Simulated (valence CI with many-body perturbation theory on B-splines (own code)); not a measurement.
## Re XXVII: one-electron terms

Calculated by valence CI with perturbative core correlation (CI+MBPT): three valence electrons over a frozen Dirac-Fock core [Kr] 4d10, a basis of 8 s, 8 p, 9 d, 9 f, 6 g, 3 h, 2 i functions for each j, with the one-electron correlation potential Σ1 (screened to all orders), the two-electron term Σ2, the three-electron term Σ3, Breit, model QED; selected single and double excitations, second order for the rest (own B-spline code, finite nucleus).

The last digits are not significant, and no measured levels were compared; by estimate large intervals hold to a few tenths of a per cent, small ones and those within an open d or f shell to about a per cent. Core correlation moves these levels by up to 49000 cm⁻¹, and in measured spectra 5 to 20 % of such shifts remained as error; rates that hang on mixing are uncertain with them.

These are the spectroscopic orbitals of the CI (the correlating ones are not listed), shaped by the core and the other valence electrons. h is the expectation value of the core's Dirac-Fock operator, without the valence repulsion; Σ1 is computed up to l = 3 at one energy for each symmetry, that of its lowest orbital but kept below the first core excitation, so for empty shells it is not the orbital's own correlation shift; Breit and QED include the response of the core.

| Orbital | h (hartree) | Σ1 (cm⁻¹) | Breit (cm⁻¹) | QED (cm⁻¹) | ⟨r⟩ (bohr) |
| --- | --- | --- | --- | --- | --- |
| 5s1/2 | -28.82 | -21654 | 3642 | 3013 | 0.7904 |
| 6s1/2 | -17.909 | -6812 | 1687 | 1397 | 1.275 |
| 7s1/2 | -12.261 | -3304 | 947 | 795 | 1.860 |
| 5p1/2 | -27.134 | -19519 | 5489 | 68.9 | 0.8150 |
| 6p1/2 | -17.063 | -6735 | 2743 | 35.5 | 1.306 |
| 7p1/2 | -11.768 | -3316 | 1552 | 20.7 | 1.908 |
| 5p3/2 | -26.016 | -16682 | 3081 | 318 | 0.8527 |
| 6p3/2 | -16.511 | -6126 | 1573 | 163 | 1.351 |
| 7p3/2 | -11.452 | -3085 | 988 | 94.0 | 1.962 |
| 5d3/2 | -23.319 | -14621 | 2002 | -180 | 0.8903 |
| 6d3/2 | -15.118 | -5907 | 1079 | -93.8 | 1.415 |
| 7d3/2 | -10.637 | -3102 | 640 | -54.9 | 2.054 |
| 5d5/2 | -23.09 | -13995 | 1201 | -70.0 | 0.9003 |
| 6d5/2 | -15 | -5704 | 643 | -36.0 | 1.427 |
| 7d5/2 | -10.568 | -3006 | 388 | -20.9 | 2.068 |
| 4f5/2 | -34.402 | -31036 | 414 | -528 | 0.4376 |
| 5f5/2 | -19.925 | -12681 | 333 | -144 | 0.9378 |
| 4f7/2 | -34.25 | -30382 | -1034 | -403 | 0.4409 |
| 5f7/2 | -19.871 | -12519 | -124 | -105 | 0.9409 |
| 5g7/2 | -17.353 |  | -131 | -34.3 | 0.9452 |
| 5g9/2 | -17.346 |  | -247 | -24.6 | 0.9460 |

Among the shells of the start configuration 4f3, Σ1 is largest in size for 4f5/2, where it is 0.41 % of h.

Lowest root of each symmetry, sizes in configuration state functions:

```tsv
J	Parity	Roots	Reference	Variational	Second order	Change by selected CI (cm⁻¹)	Change by second order (cm⁻¹)
1/2	even	3	23	4846	14206	-5376	-3
3/2	even	4	42	8075	26988	-4160	-3
5/2	even	4	55	9774	31355	-4488	-4
7/2	even	4	58	10285	44929	-3721	-3
9/2	even	4	53	10109	40070	-4168	-3
11/2	even	3	41	8437	29215	-3853	-4
13/2	even	2	30	6163	13573	-3790	-3
1/2	odd	3	30	4791	4956	-5002	-1
3/2	odd	7	56	8396	16277	-3850	-1
5/2	odd	8	70	10680	24603	-3673	-1
7/2	odd	8	72	11373	33574	-3528	-1
9/2	odd	8	62	10807	22086	-2482	-1
11/2	odd	6	46	9446	23088	-2293	-1
13/2	odd	4	27	7963	18029	-2322	-1
15/2	odd	3	16	4994	1242	-2453	-1
17/2	odd	1	6	2929	1229	-3445	-1
```
